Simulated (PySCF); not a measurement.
Si(H)2(Cl)(NH2) (ClH4NSi), SMILES Cl[SiH2]N. Atoms are numbered in the order given.

```xyz
7

Si    -0.5608     0.4850     0.0000
N      0.5820     1.7485     0.0000
Cl     0.2525    -1.4183     0.0000
H     -1.3662     0.5780    -1.2324
H     -1.3662     0.5780     1.2324
H      1.1086     1.9627     0.8323
H      1.1086     1.9627    -0.8323
```
Charge 0, spin multiplicity 1.

Geometry optimised at ωB97X-D3(BJ)/def2-TZVP. One conformer was computed; it need not be the lowest.

All values below come from B3LYP/pcJ-1 (PySCF).

Isotropic couplings with Fermi-contact, spin-dipole and both spin-orbit terms, one fixed conformer, no vibrational averaging. Isotopes: 14N, 1H, 29Si.

```csv
pair,bonds apart,J (Hz)
Si1–N2,1,?
Si1–H4,1,-274.8
Si1–H5,1,-274.8
N2–H6,1,?
N2–H7,1,?
N2–H4,2,6.5
N2–H5,2,6.5
H4–H5,2,?
H6–H7,2,-7.1
H4–H6,3,12.4
H4–H7,3,0.8
H5–H6,3,0.8
H5–H7,3,12.4
```

Q: Fill in the missing entries. (Estimate from the structure and the level; the computed values follow.)

A: 
- Si1–N2, J (Hz): -9.0
- N2–H6, J (Hz): 58.2
- N2–H7, J (Hz): 58.2
- H4–H5, J (Hz): 17.7
